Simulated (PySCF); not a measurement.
Atoms are numbered as in `[CH2:1]=[CH:2][CH:3]([CH:4]=[CH2:5])/[CH:6]=[CH:7]/[C:8]([F:9])([F:10])[F:11]`; H(Xn) means a hydrogen on atom n. Ha(C1), Ha(C5) are cis to C3; Hb(C1), Hb(C5) are trans to C3.

[PySCF 2.14: structure optimised with GFN2-xTB; shieldings: GIAO PBE0/pcSseg-1; no relativistic terms; one computed conformer; fast rotation and ring inversion assumed for equivalent nuclei; no solvent]

References, each an isolated molecule treated in the same way: ¹³C (186.93 ppm) against TMS.

Do the ¹³C shifts follow the atomic charges (in e)? Tabulate both.

## Answers


```csv
atoms,hybridisation,δ (ppm),σ para (ppm),Hirshfeld,IAO,Mulliken,ESP-fitted
C6,sp2,151.9,-222,-0.02,-0.10,-0.04,-0.23
C2/C4,sp2,145.9,-217,-0.03,-0.13,-0.17,-0.19
C8,sp3,132.7,-189,+0.25,+0.80,+0.86,+0.65
C7,sp2,126.1,-198,-0.09,-0.23,-0.27,-0.32
C1/C5,sp2,124.1,-191,-0.10,-0.31,-0.12,-0.42
C3,sp3,58.7,-117,-0.02,-0.12,-0.23,+0.24
```

Correlation coefficients of δ with charge over these carbons: Hirshfeld +0.09, IAO +0.12, Mulliken +0.24, ESP-fitted -0.32; with the paramagnetic shielding -0.99. Among the 4 sp2 carbons alone: Hirshfeld +1.00, IAO +0.95, Mulliken +0.57, ESP-fitted +0.89. With so few points, grouped by hybridisation, these coefficients are fragile. Charge is one influence among several: hybridisation and low-lying excitations act through the paramagnetic term.

Shifts are as computed. Against solution values, carbons near 30 ppm lie about +3 ppm off and those near 130 ppm about +5 ppm. Of 1211 compounds with measured shifts, 218 miss one by over three times the rms of a fit or turn the order of signals round; such compounds aren't used in these exercises.
